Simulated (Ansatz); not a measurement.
`C[O][Al]([OH])[OH]` + H₂O → `[OH][Al]([OH])[OH]` + CH₃OH  (formal hydrolysis of the Al–O bond)

Calculated with Ansatz (gas phase, PBE0-D4/def2-TZVP geometries, no zero-point term in ΔE). CCSD(T)/CBS adds triple-zeta CCSD(T) − MP2 to the extrapolated MP2 energy (def2 sets, frozen cores). This one scheme is used for every species. DFT in def2-TZVPP. One conformer a species, not always the lowest.

`C[O][Al]([OH])[OH]`:

Cartesian coordinates in Å:
```
C 1.448 0.664 -0.901
O 0.146 0.744 -0.395
Al -0.837 -0.296 0.481
O -2.400 0.169 0.923
O -0.251 -1.818 0.921
H 1.930 -0.293 -0.670
H 2.063 1.466 -0.479
H 1.436 0.787 -1.989
H -2.763 1.022 0.691
H -0.772 -2.445 1.419
```

H₂O:

Z-matrix (Å, degrees):
```
O
H 1 0.960
H 1 0.960 2 105.1
```

`[OH][Al]([OH])[OH]`:

Cartesian coordinates in Å:
```
O 0.643 -1.228 -0.965
Al 0.000 0.000 0.000
O -1.199 1.018 -0.616
O 0.556 0.210 1.581
H 0.354 -1.378 -1.864
H -1.586 1.723 -0.101
H 1.232 -0.345 1.965
```

CH₃OH:

Cartesian coordinates in Å:
```
C 0.351 -0.051 -0.034
O -1.012 -0.139 -0.380
H 0.912 -0.566 -0.814
H 0.572 -0.539 0.923
H 0.705 0.987 0.011
H -1.527 0.307 0.295
```

```tsv
level	ΔE (kJ/mol)
LDA (SPW92)	-4.9
LC-ωPBE	-6.2
```

Task: What does CCSD(T)/CBS give? (Best estimate.)

Result: The calculation gave: -2.8 kJ/mol. The listed levels differ from it by -2.1, -3.4 kJ/mol.

Largest T1 diagnostic among the species: 0.012.

Leaving LDA and LC-ωPBE aside and taking each functional with its dispersion term where it has one, the values, not all of them listed here, spread over 3.0 kJ/mol, from B2PLYP to BHLYP-D4. The D4 term adds +3.7 kJ/mol with B3LYP and +2.2 kJ/mol with PBE0; it sums over pairs of atoms, weighted by their polarisabilities, and B3LYP, whose exchange is more repulsive, gets the larger term.

B3LYP here is the variant with VWN-RPA as its local correlation; programs differ in this.
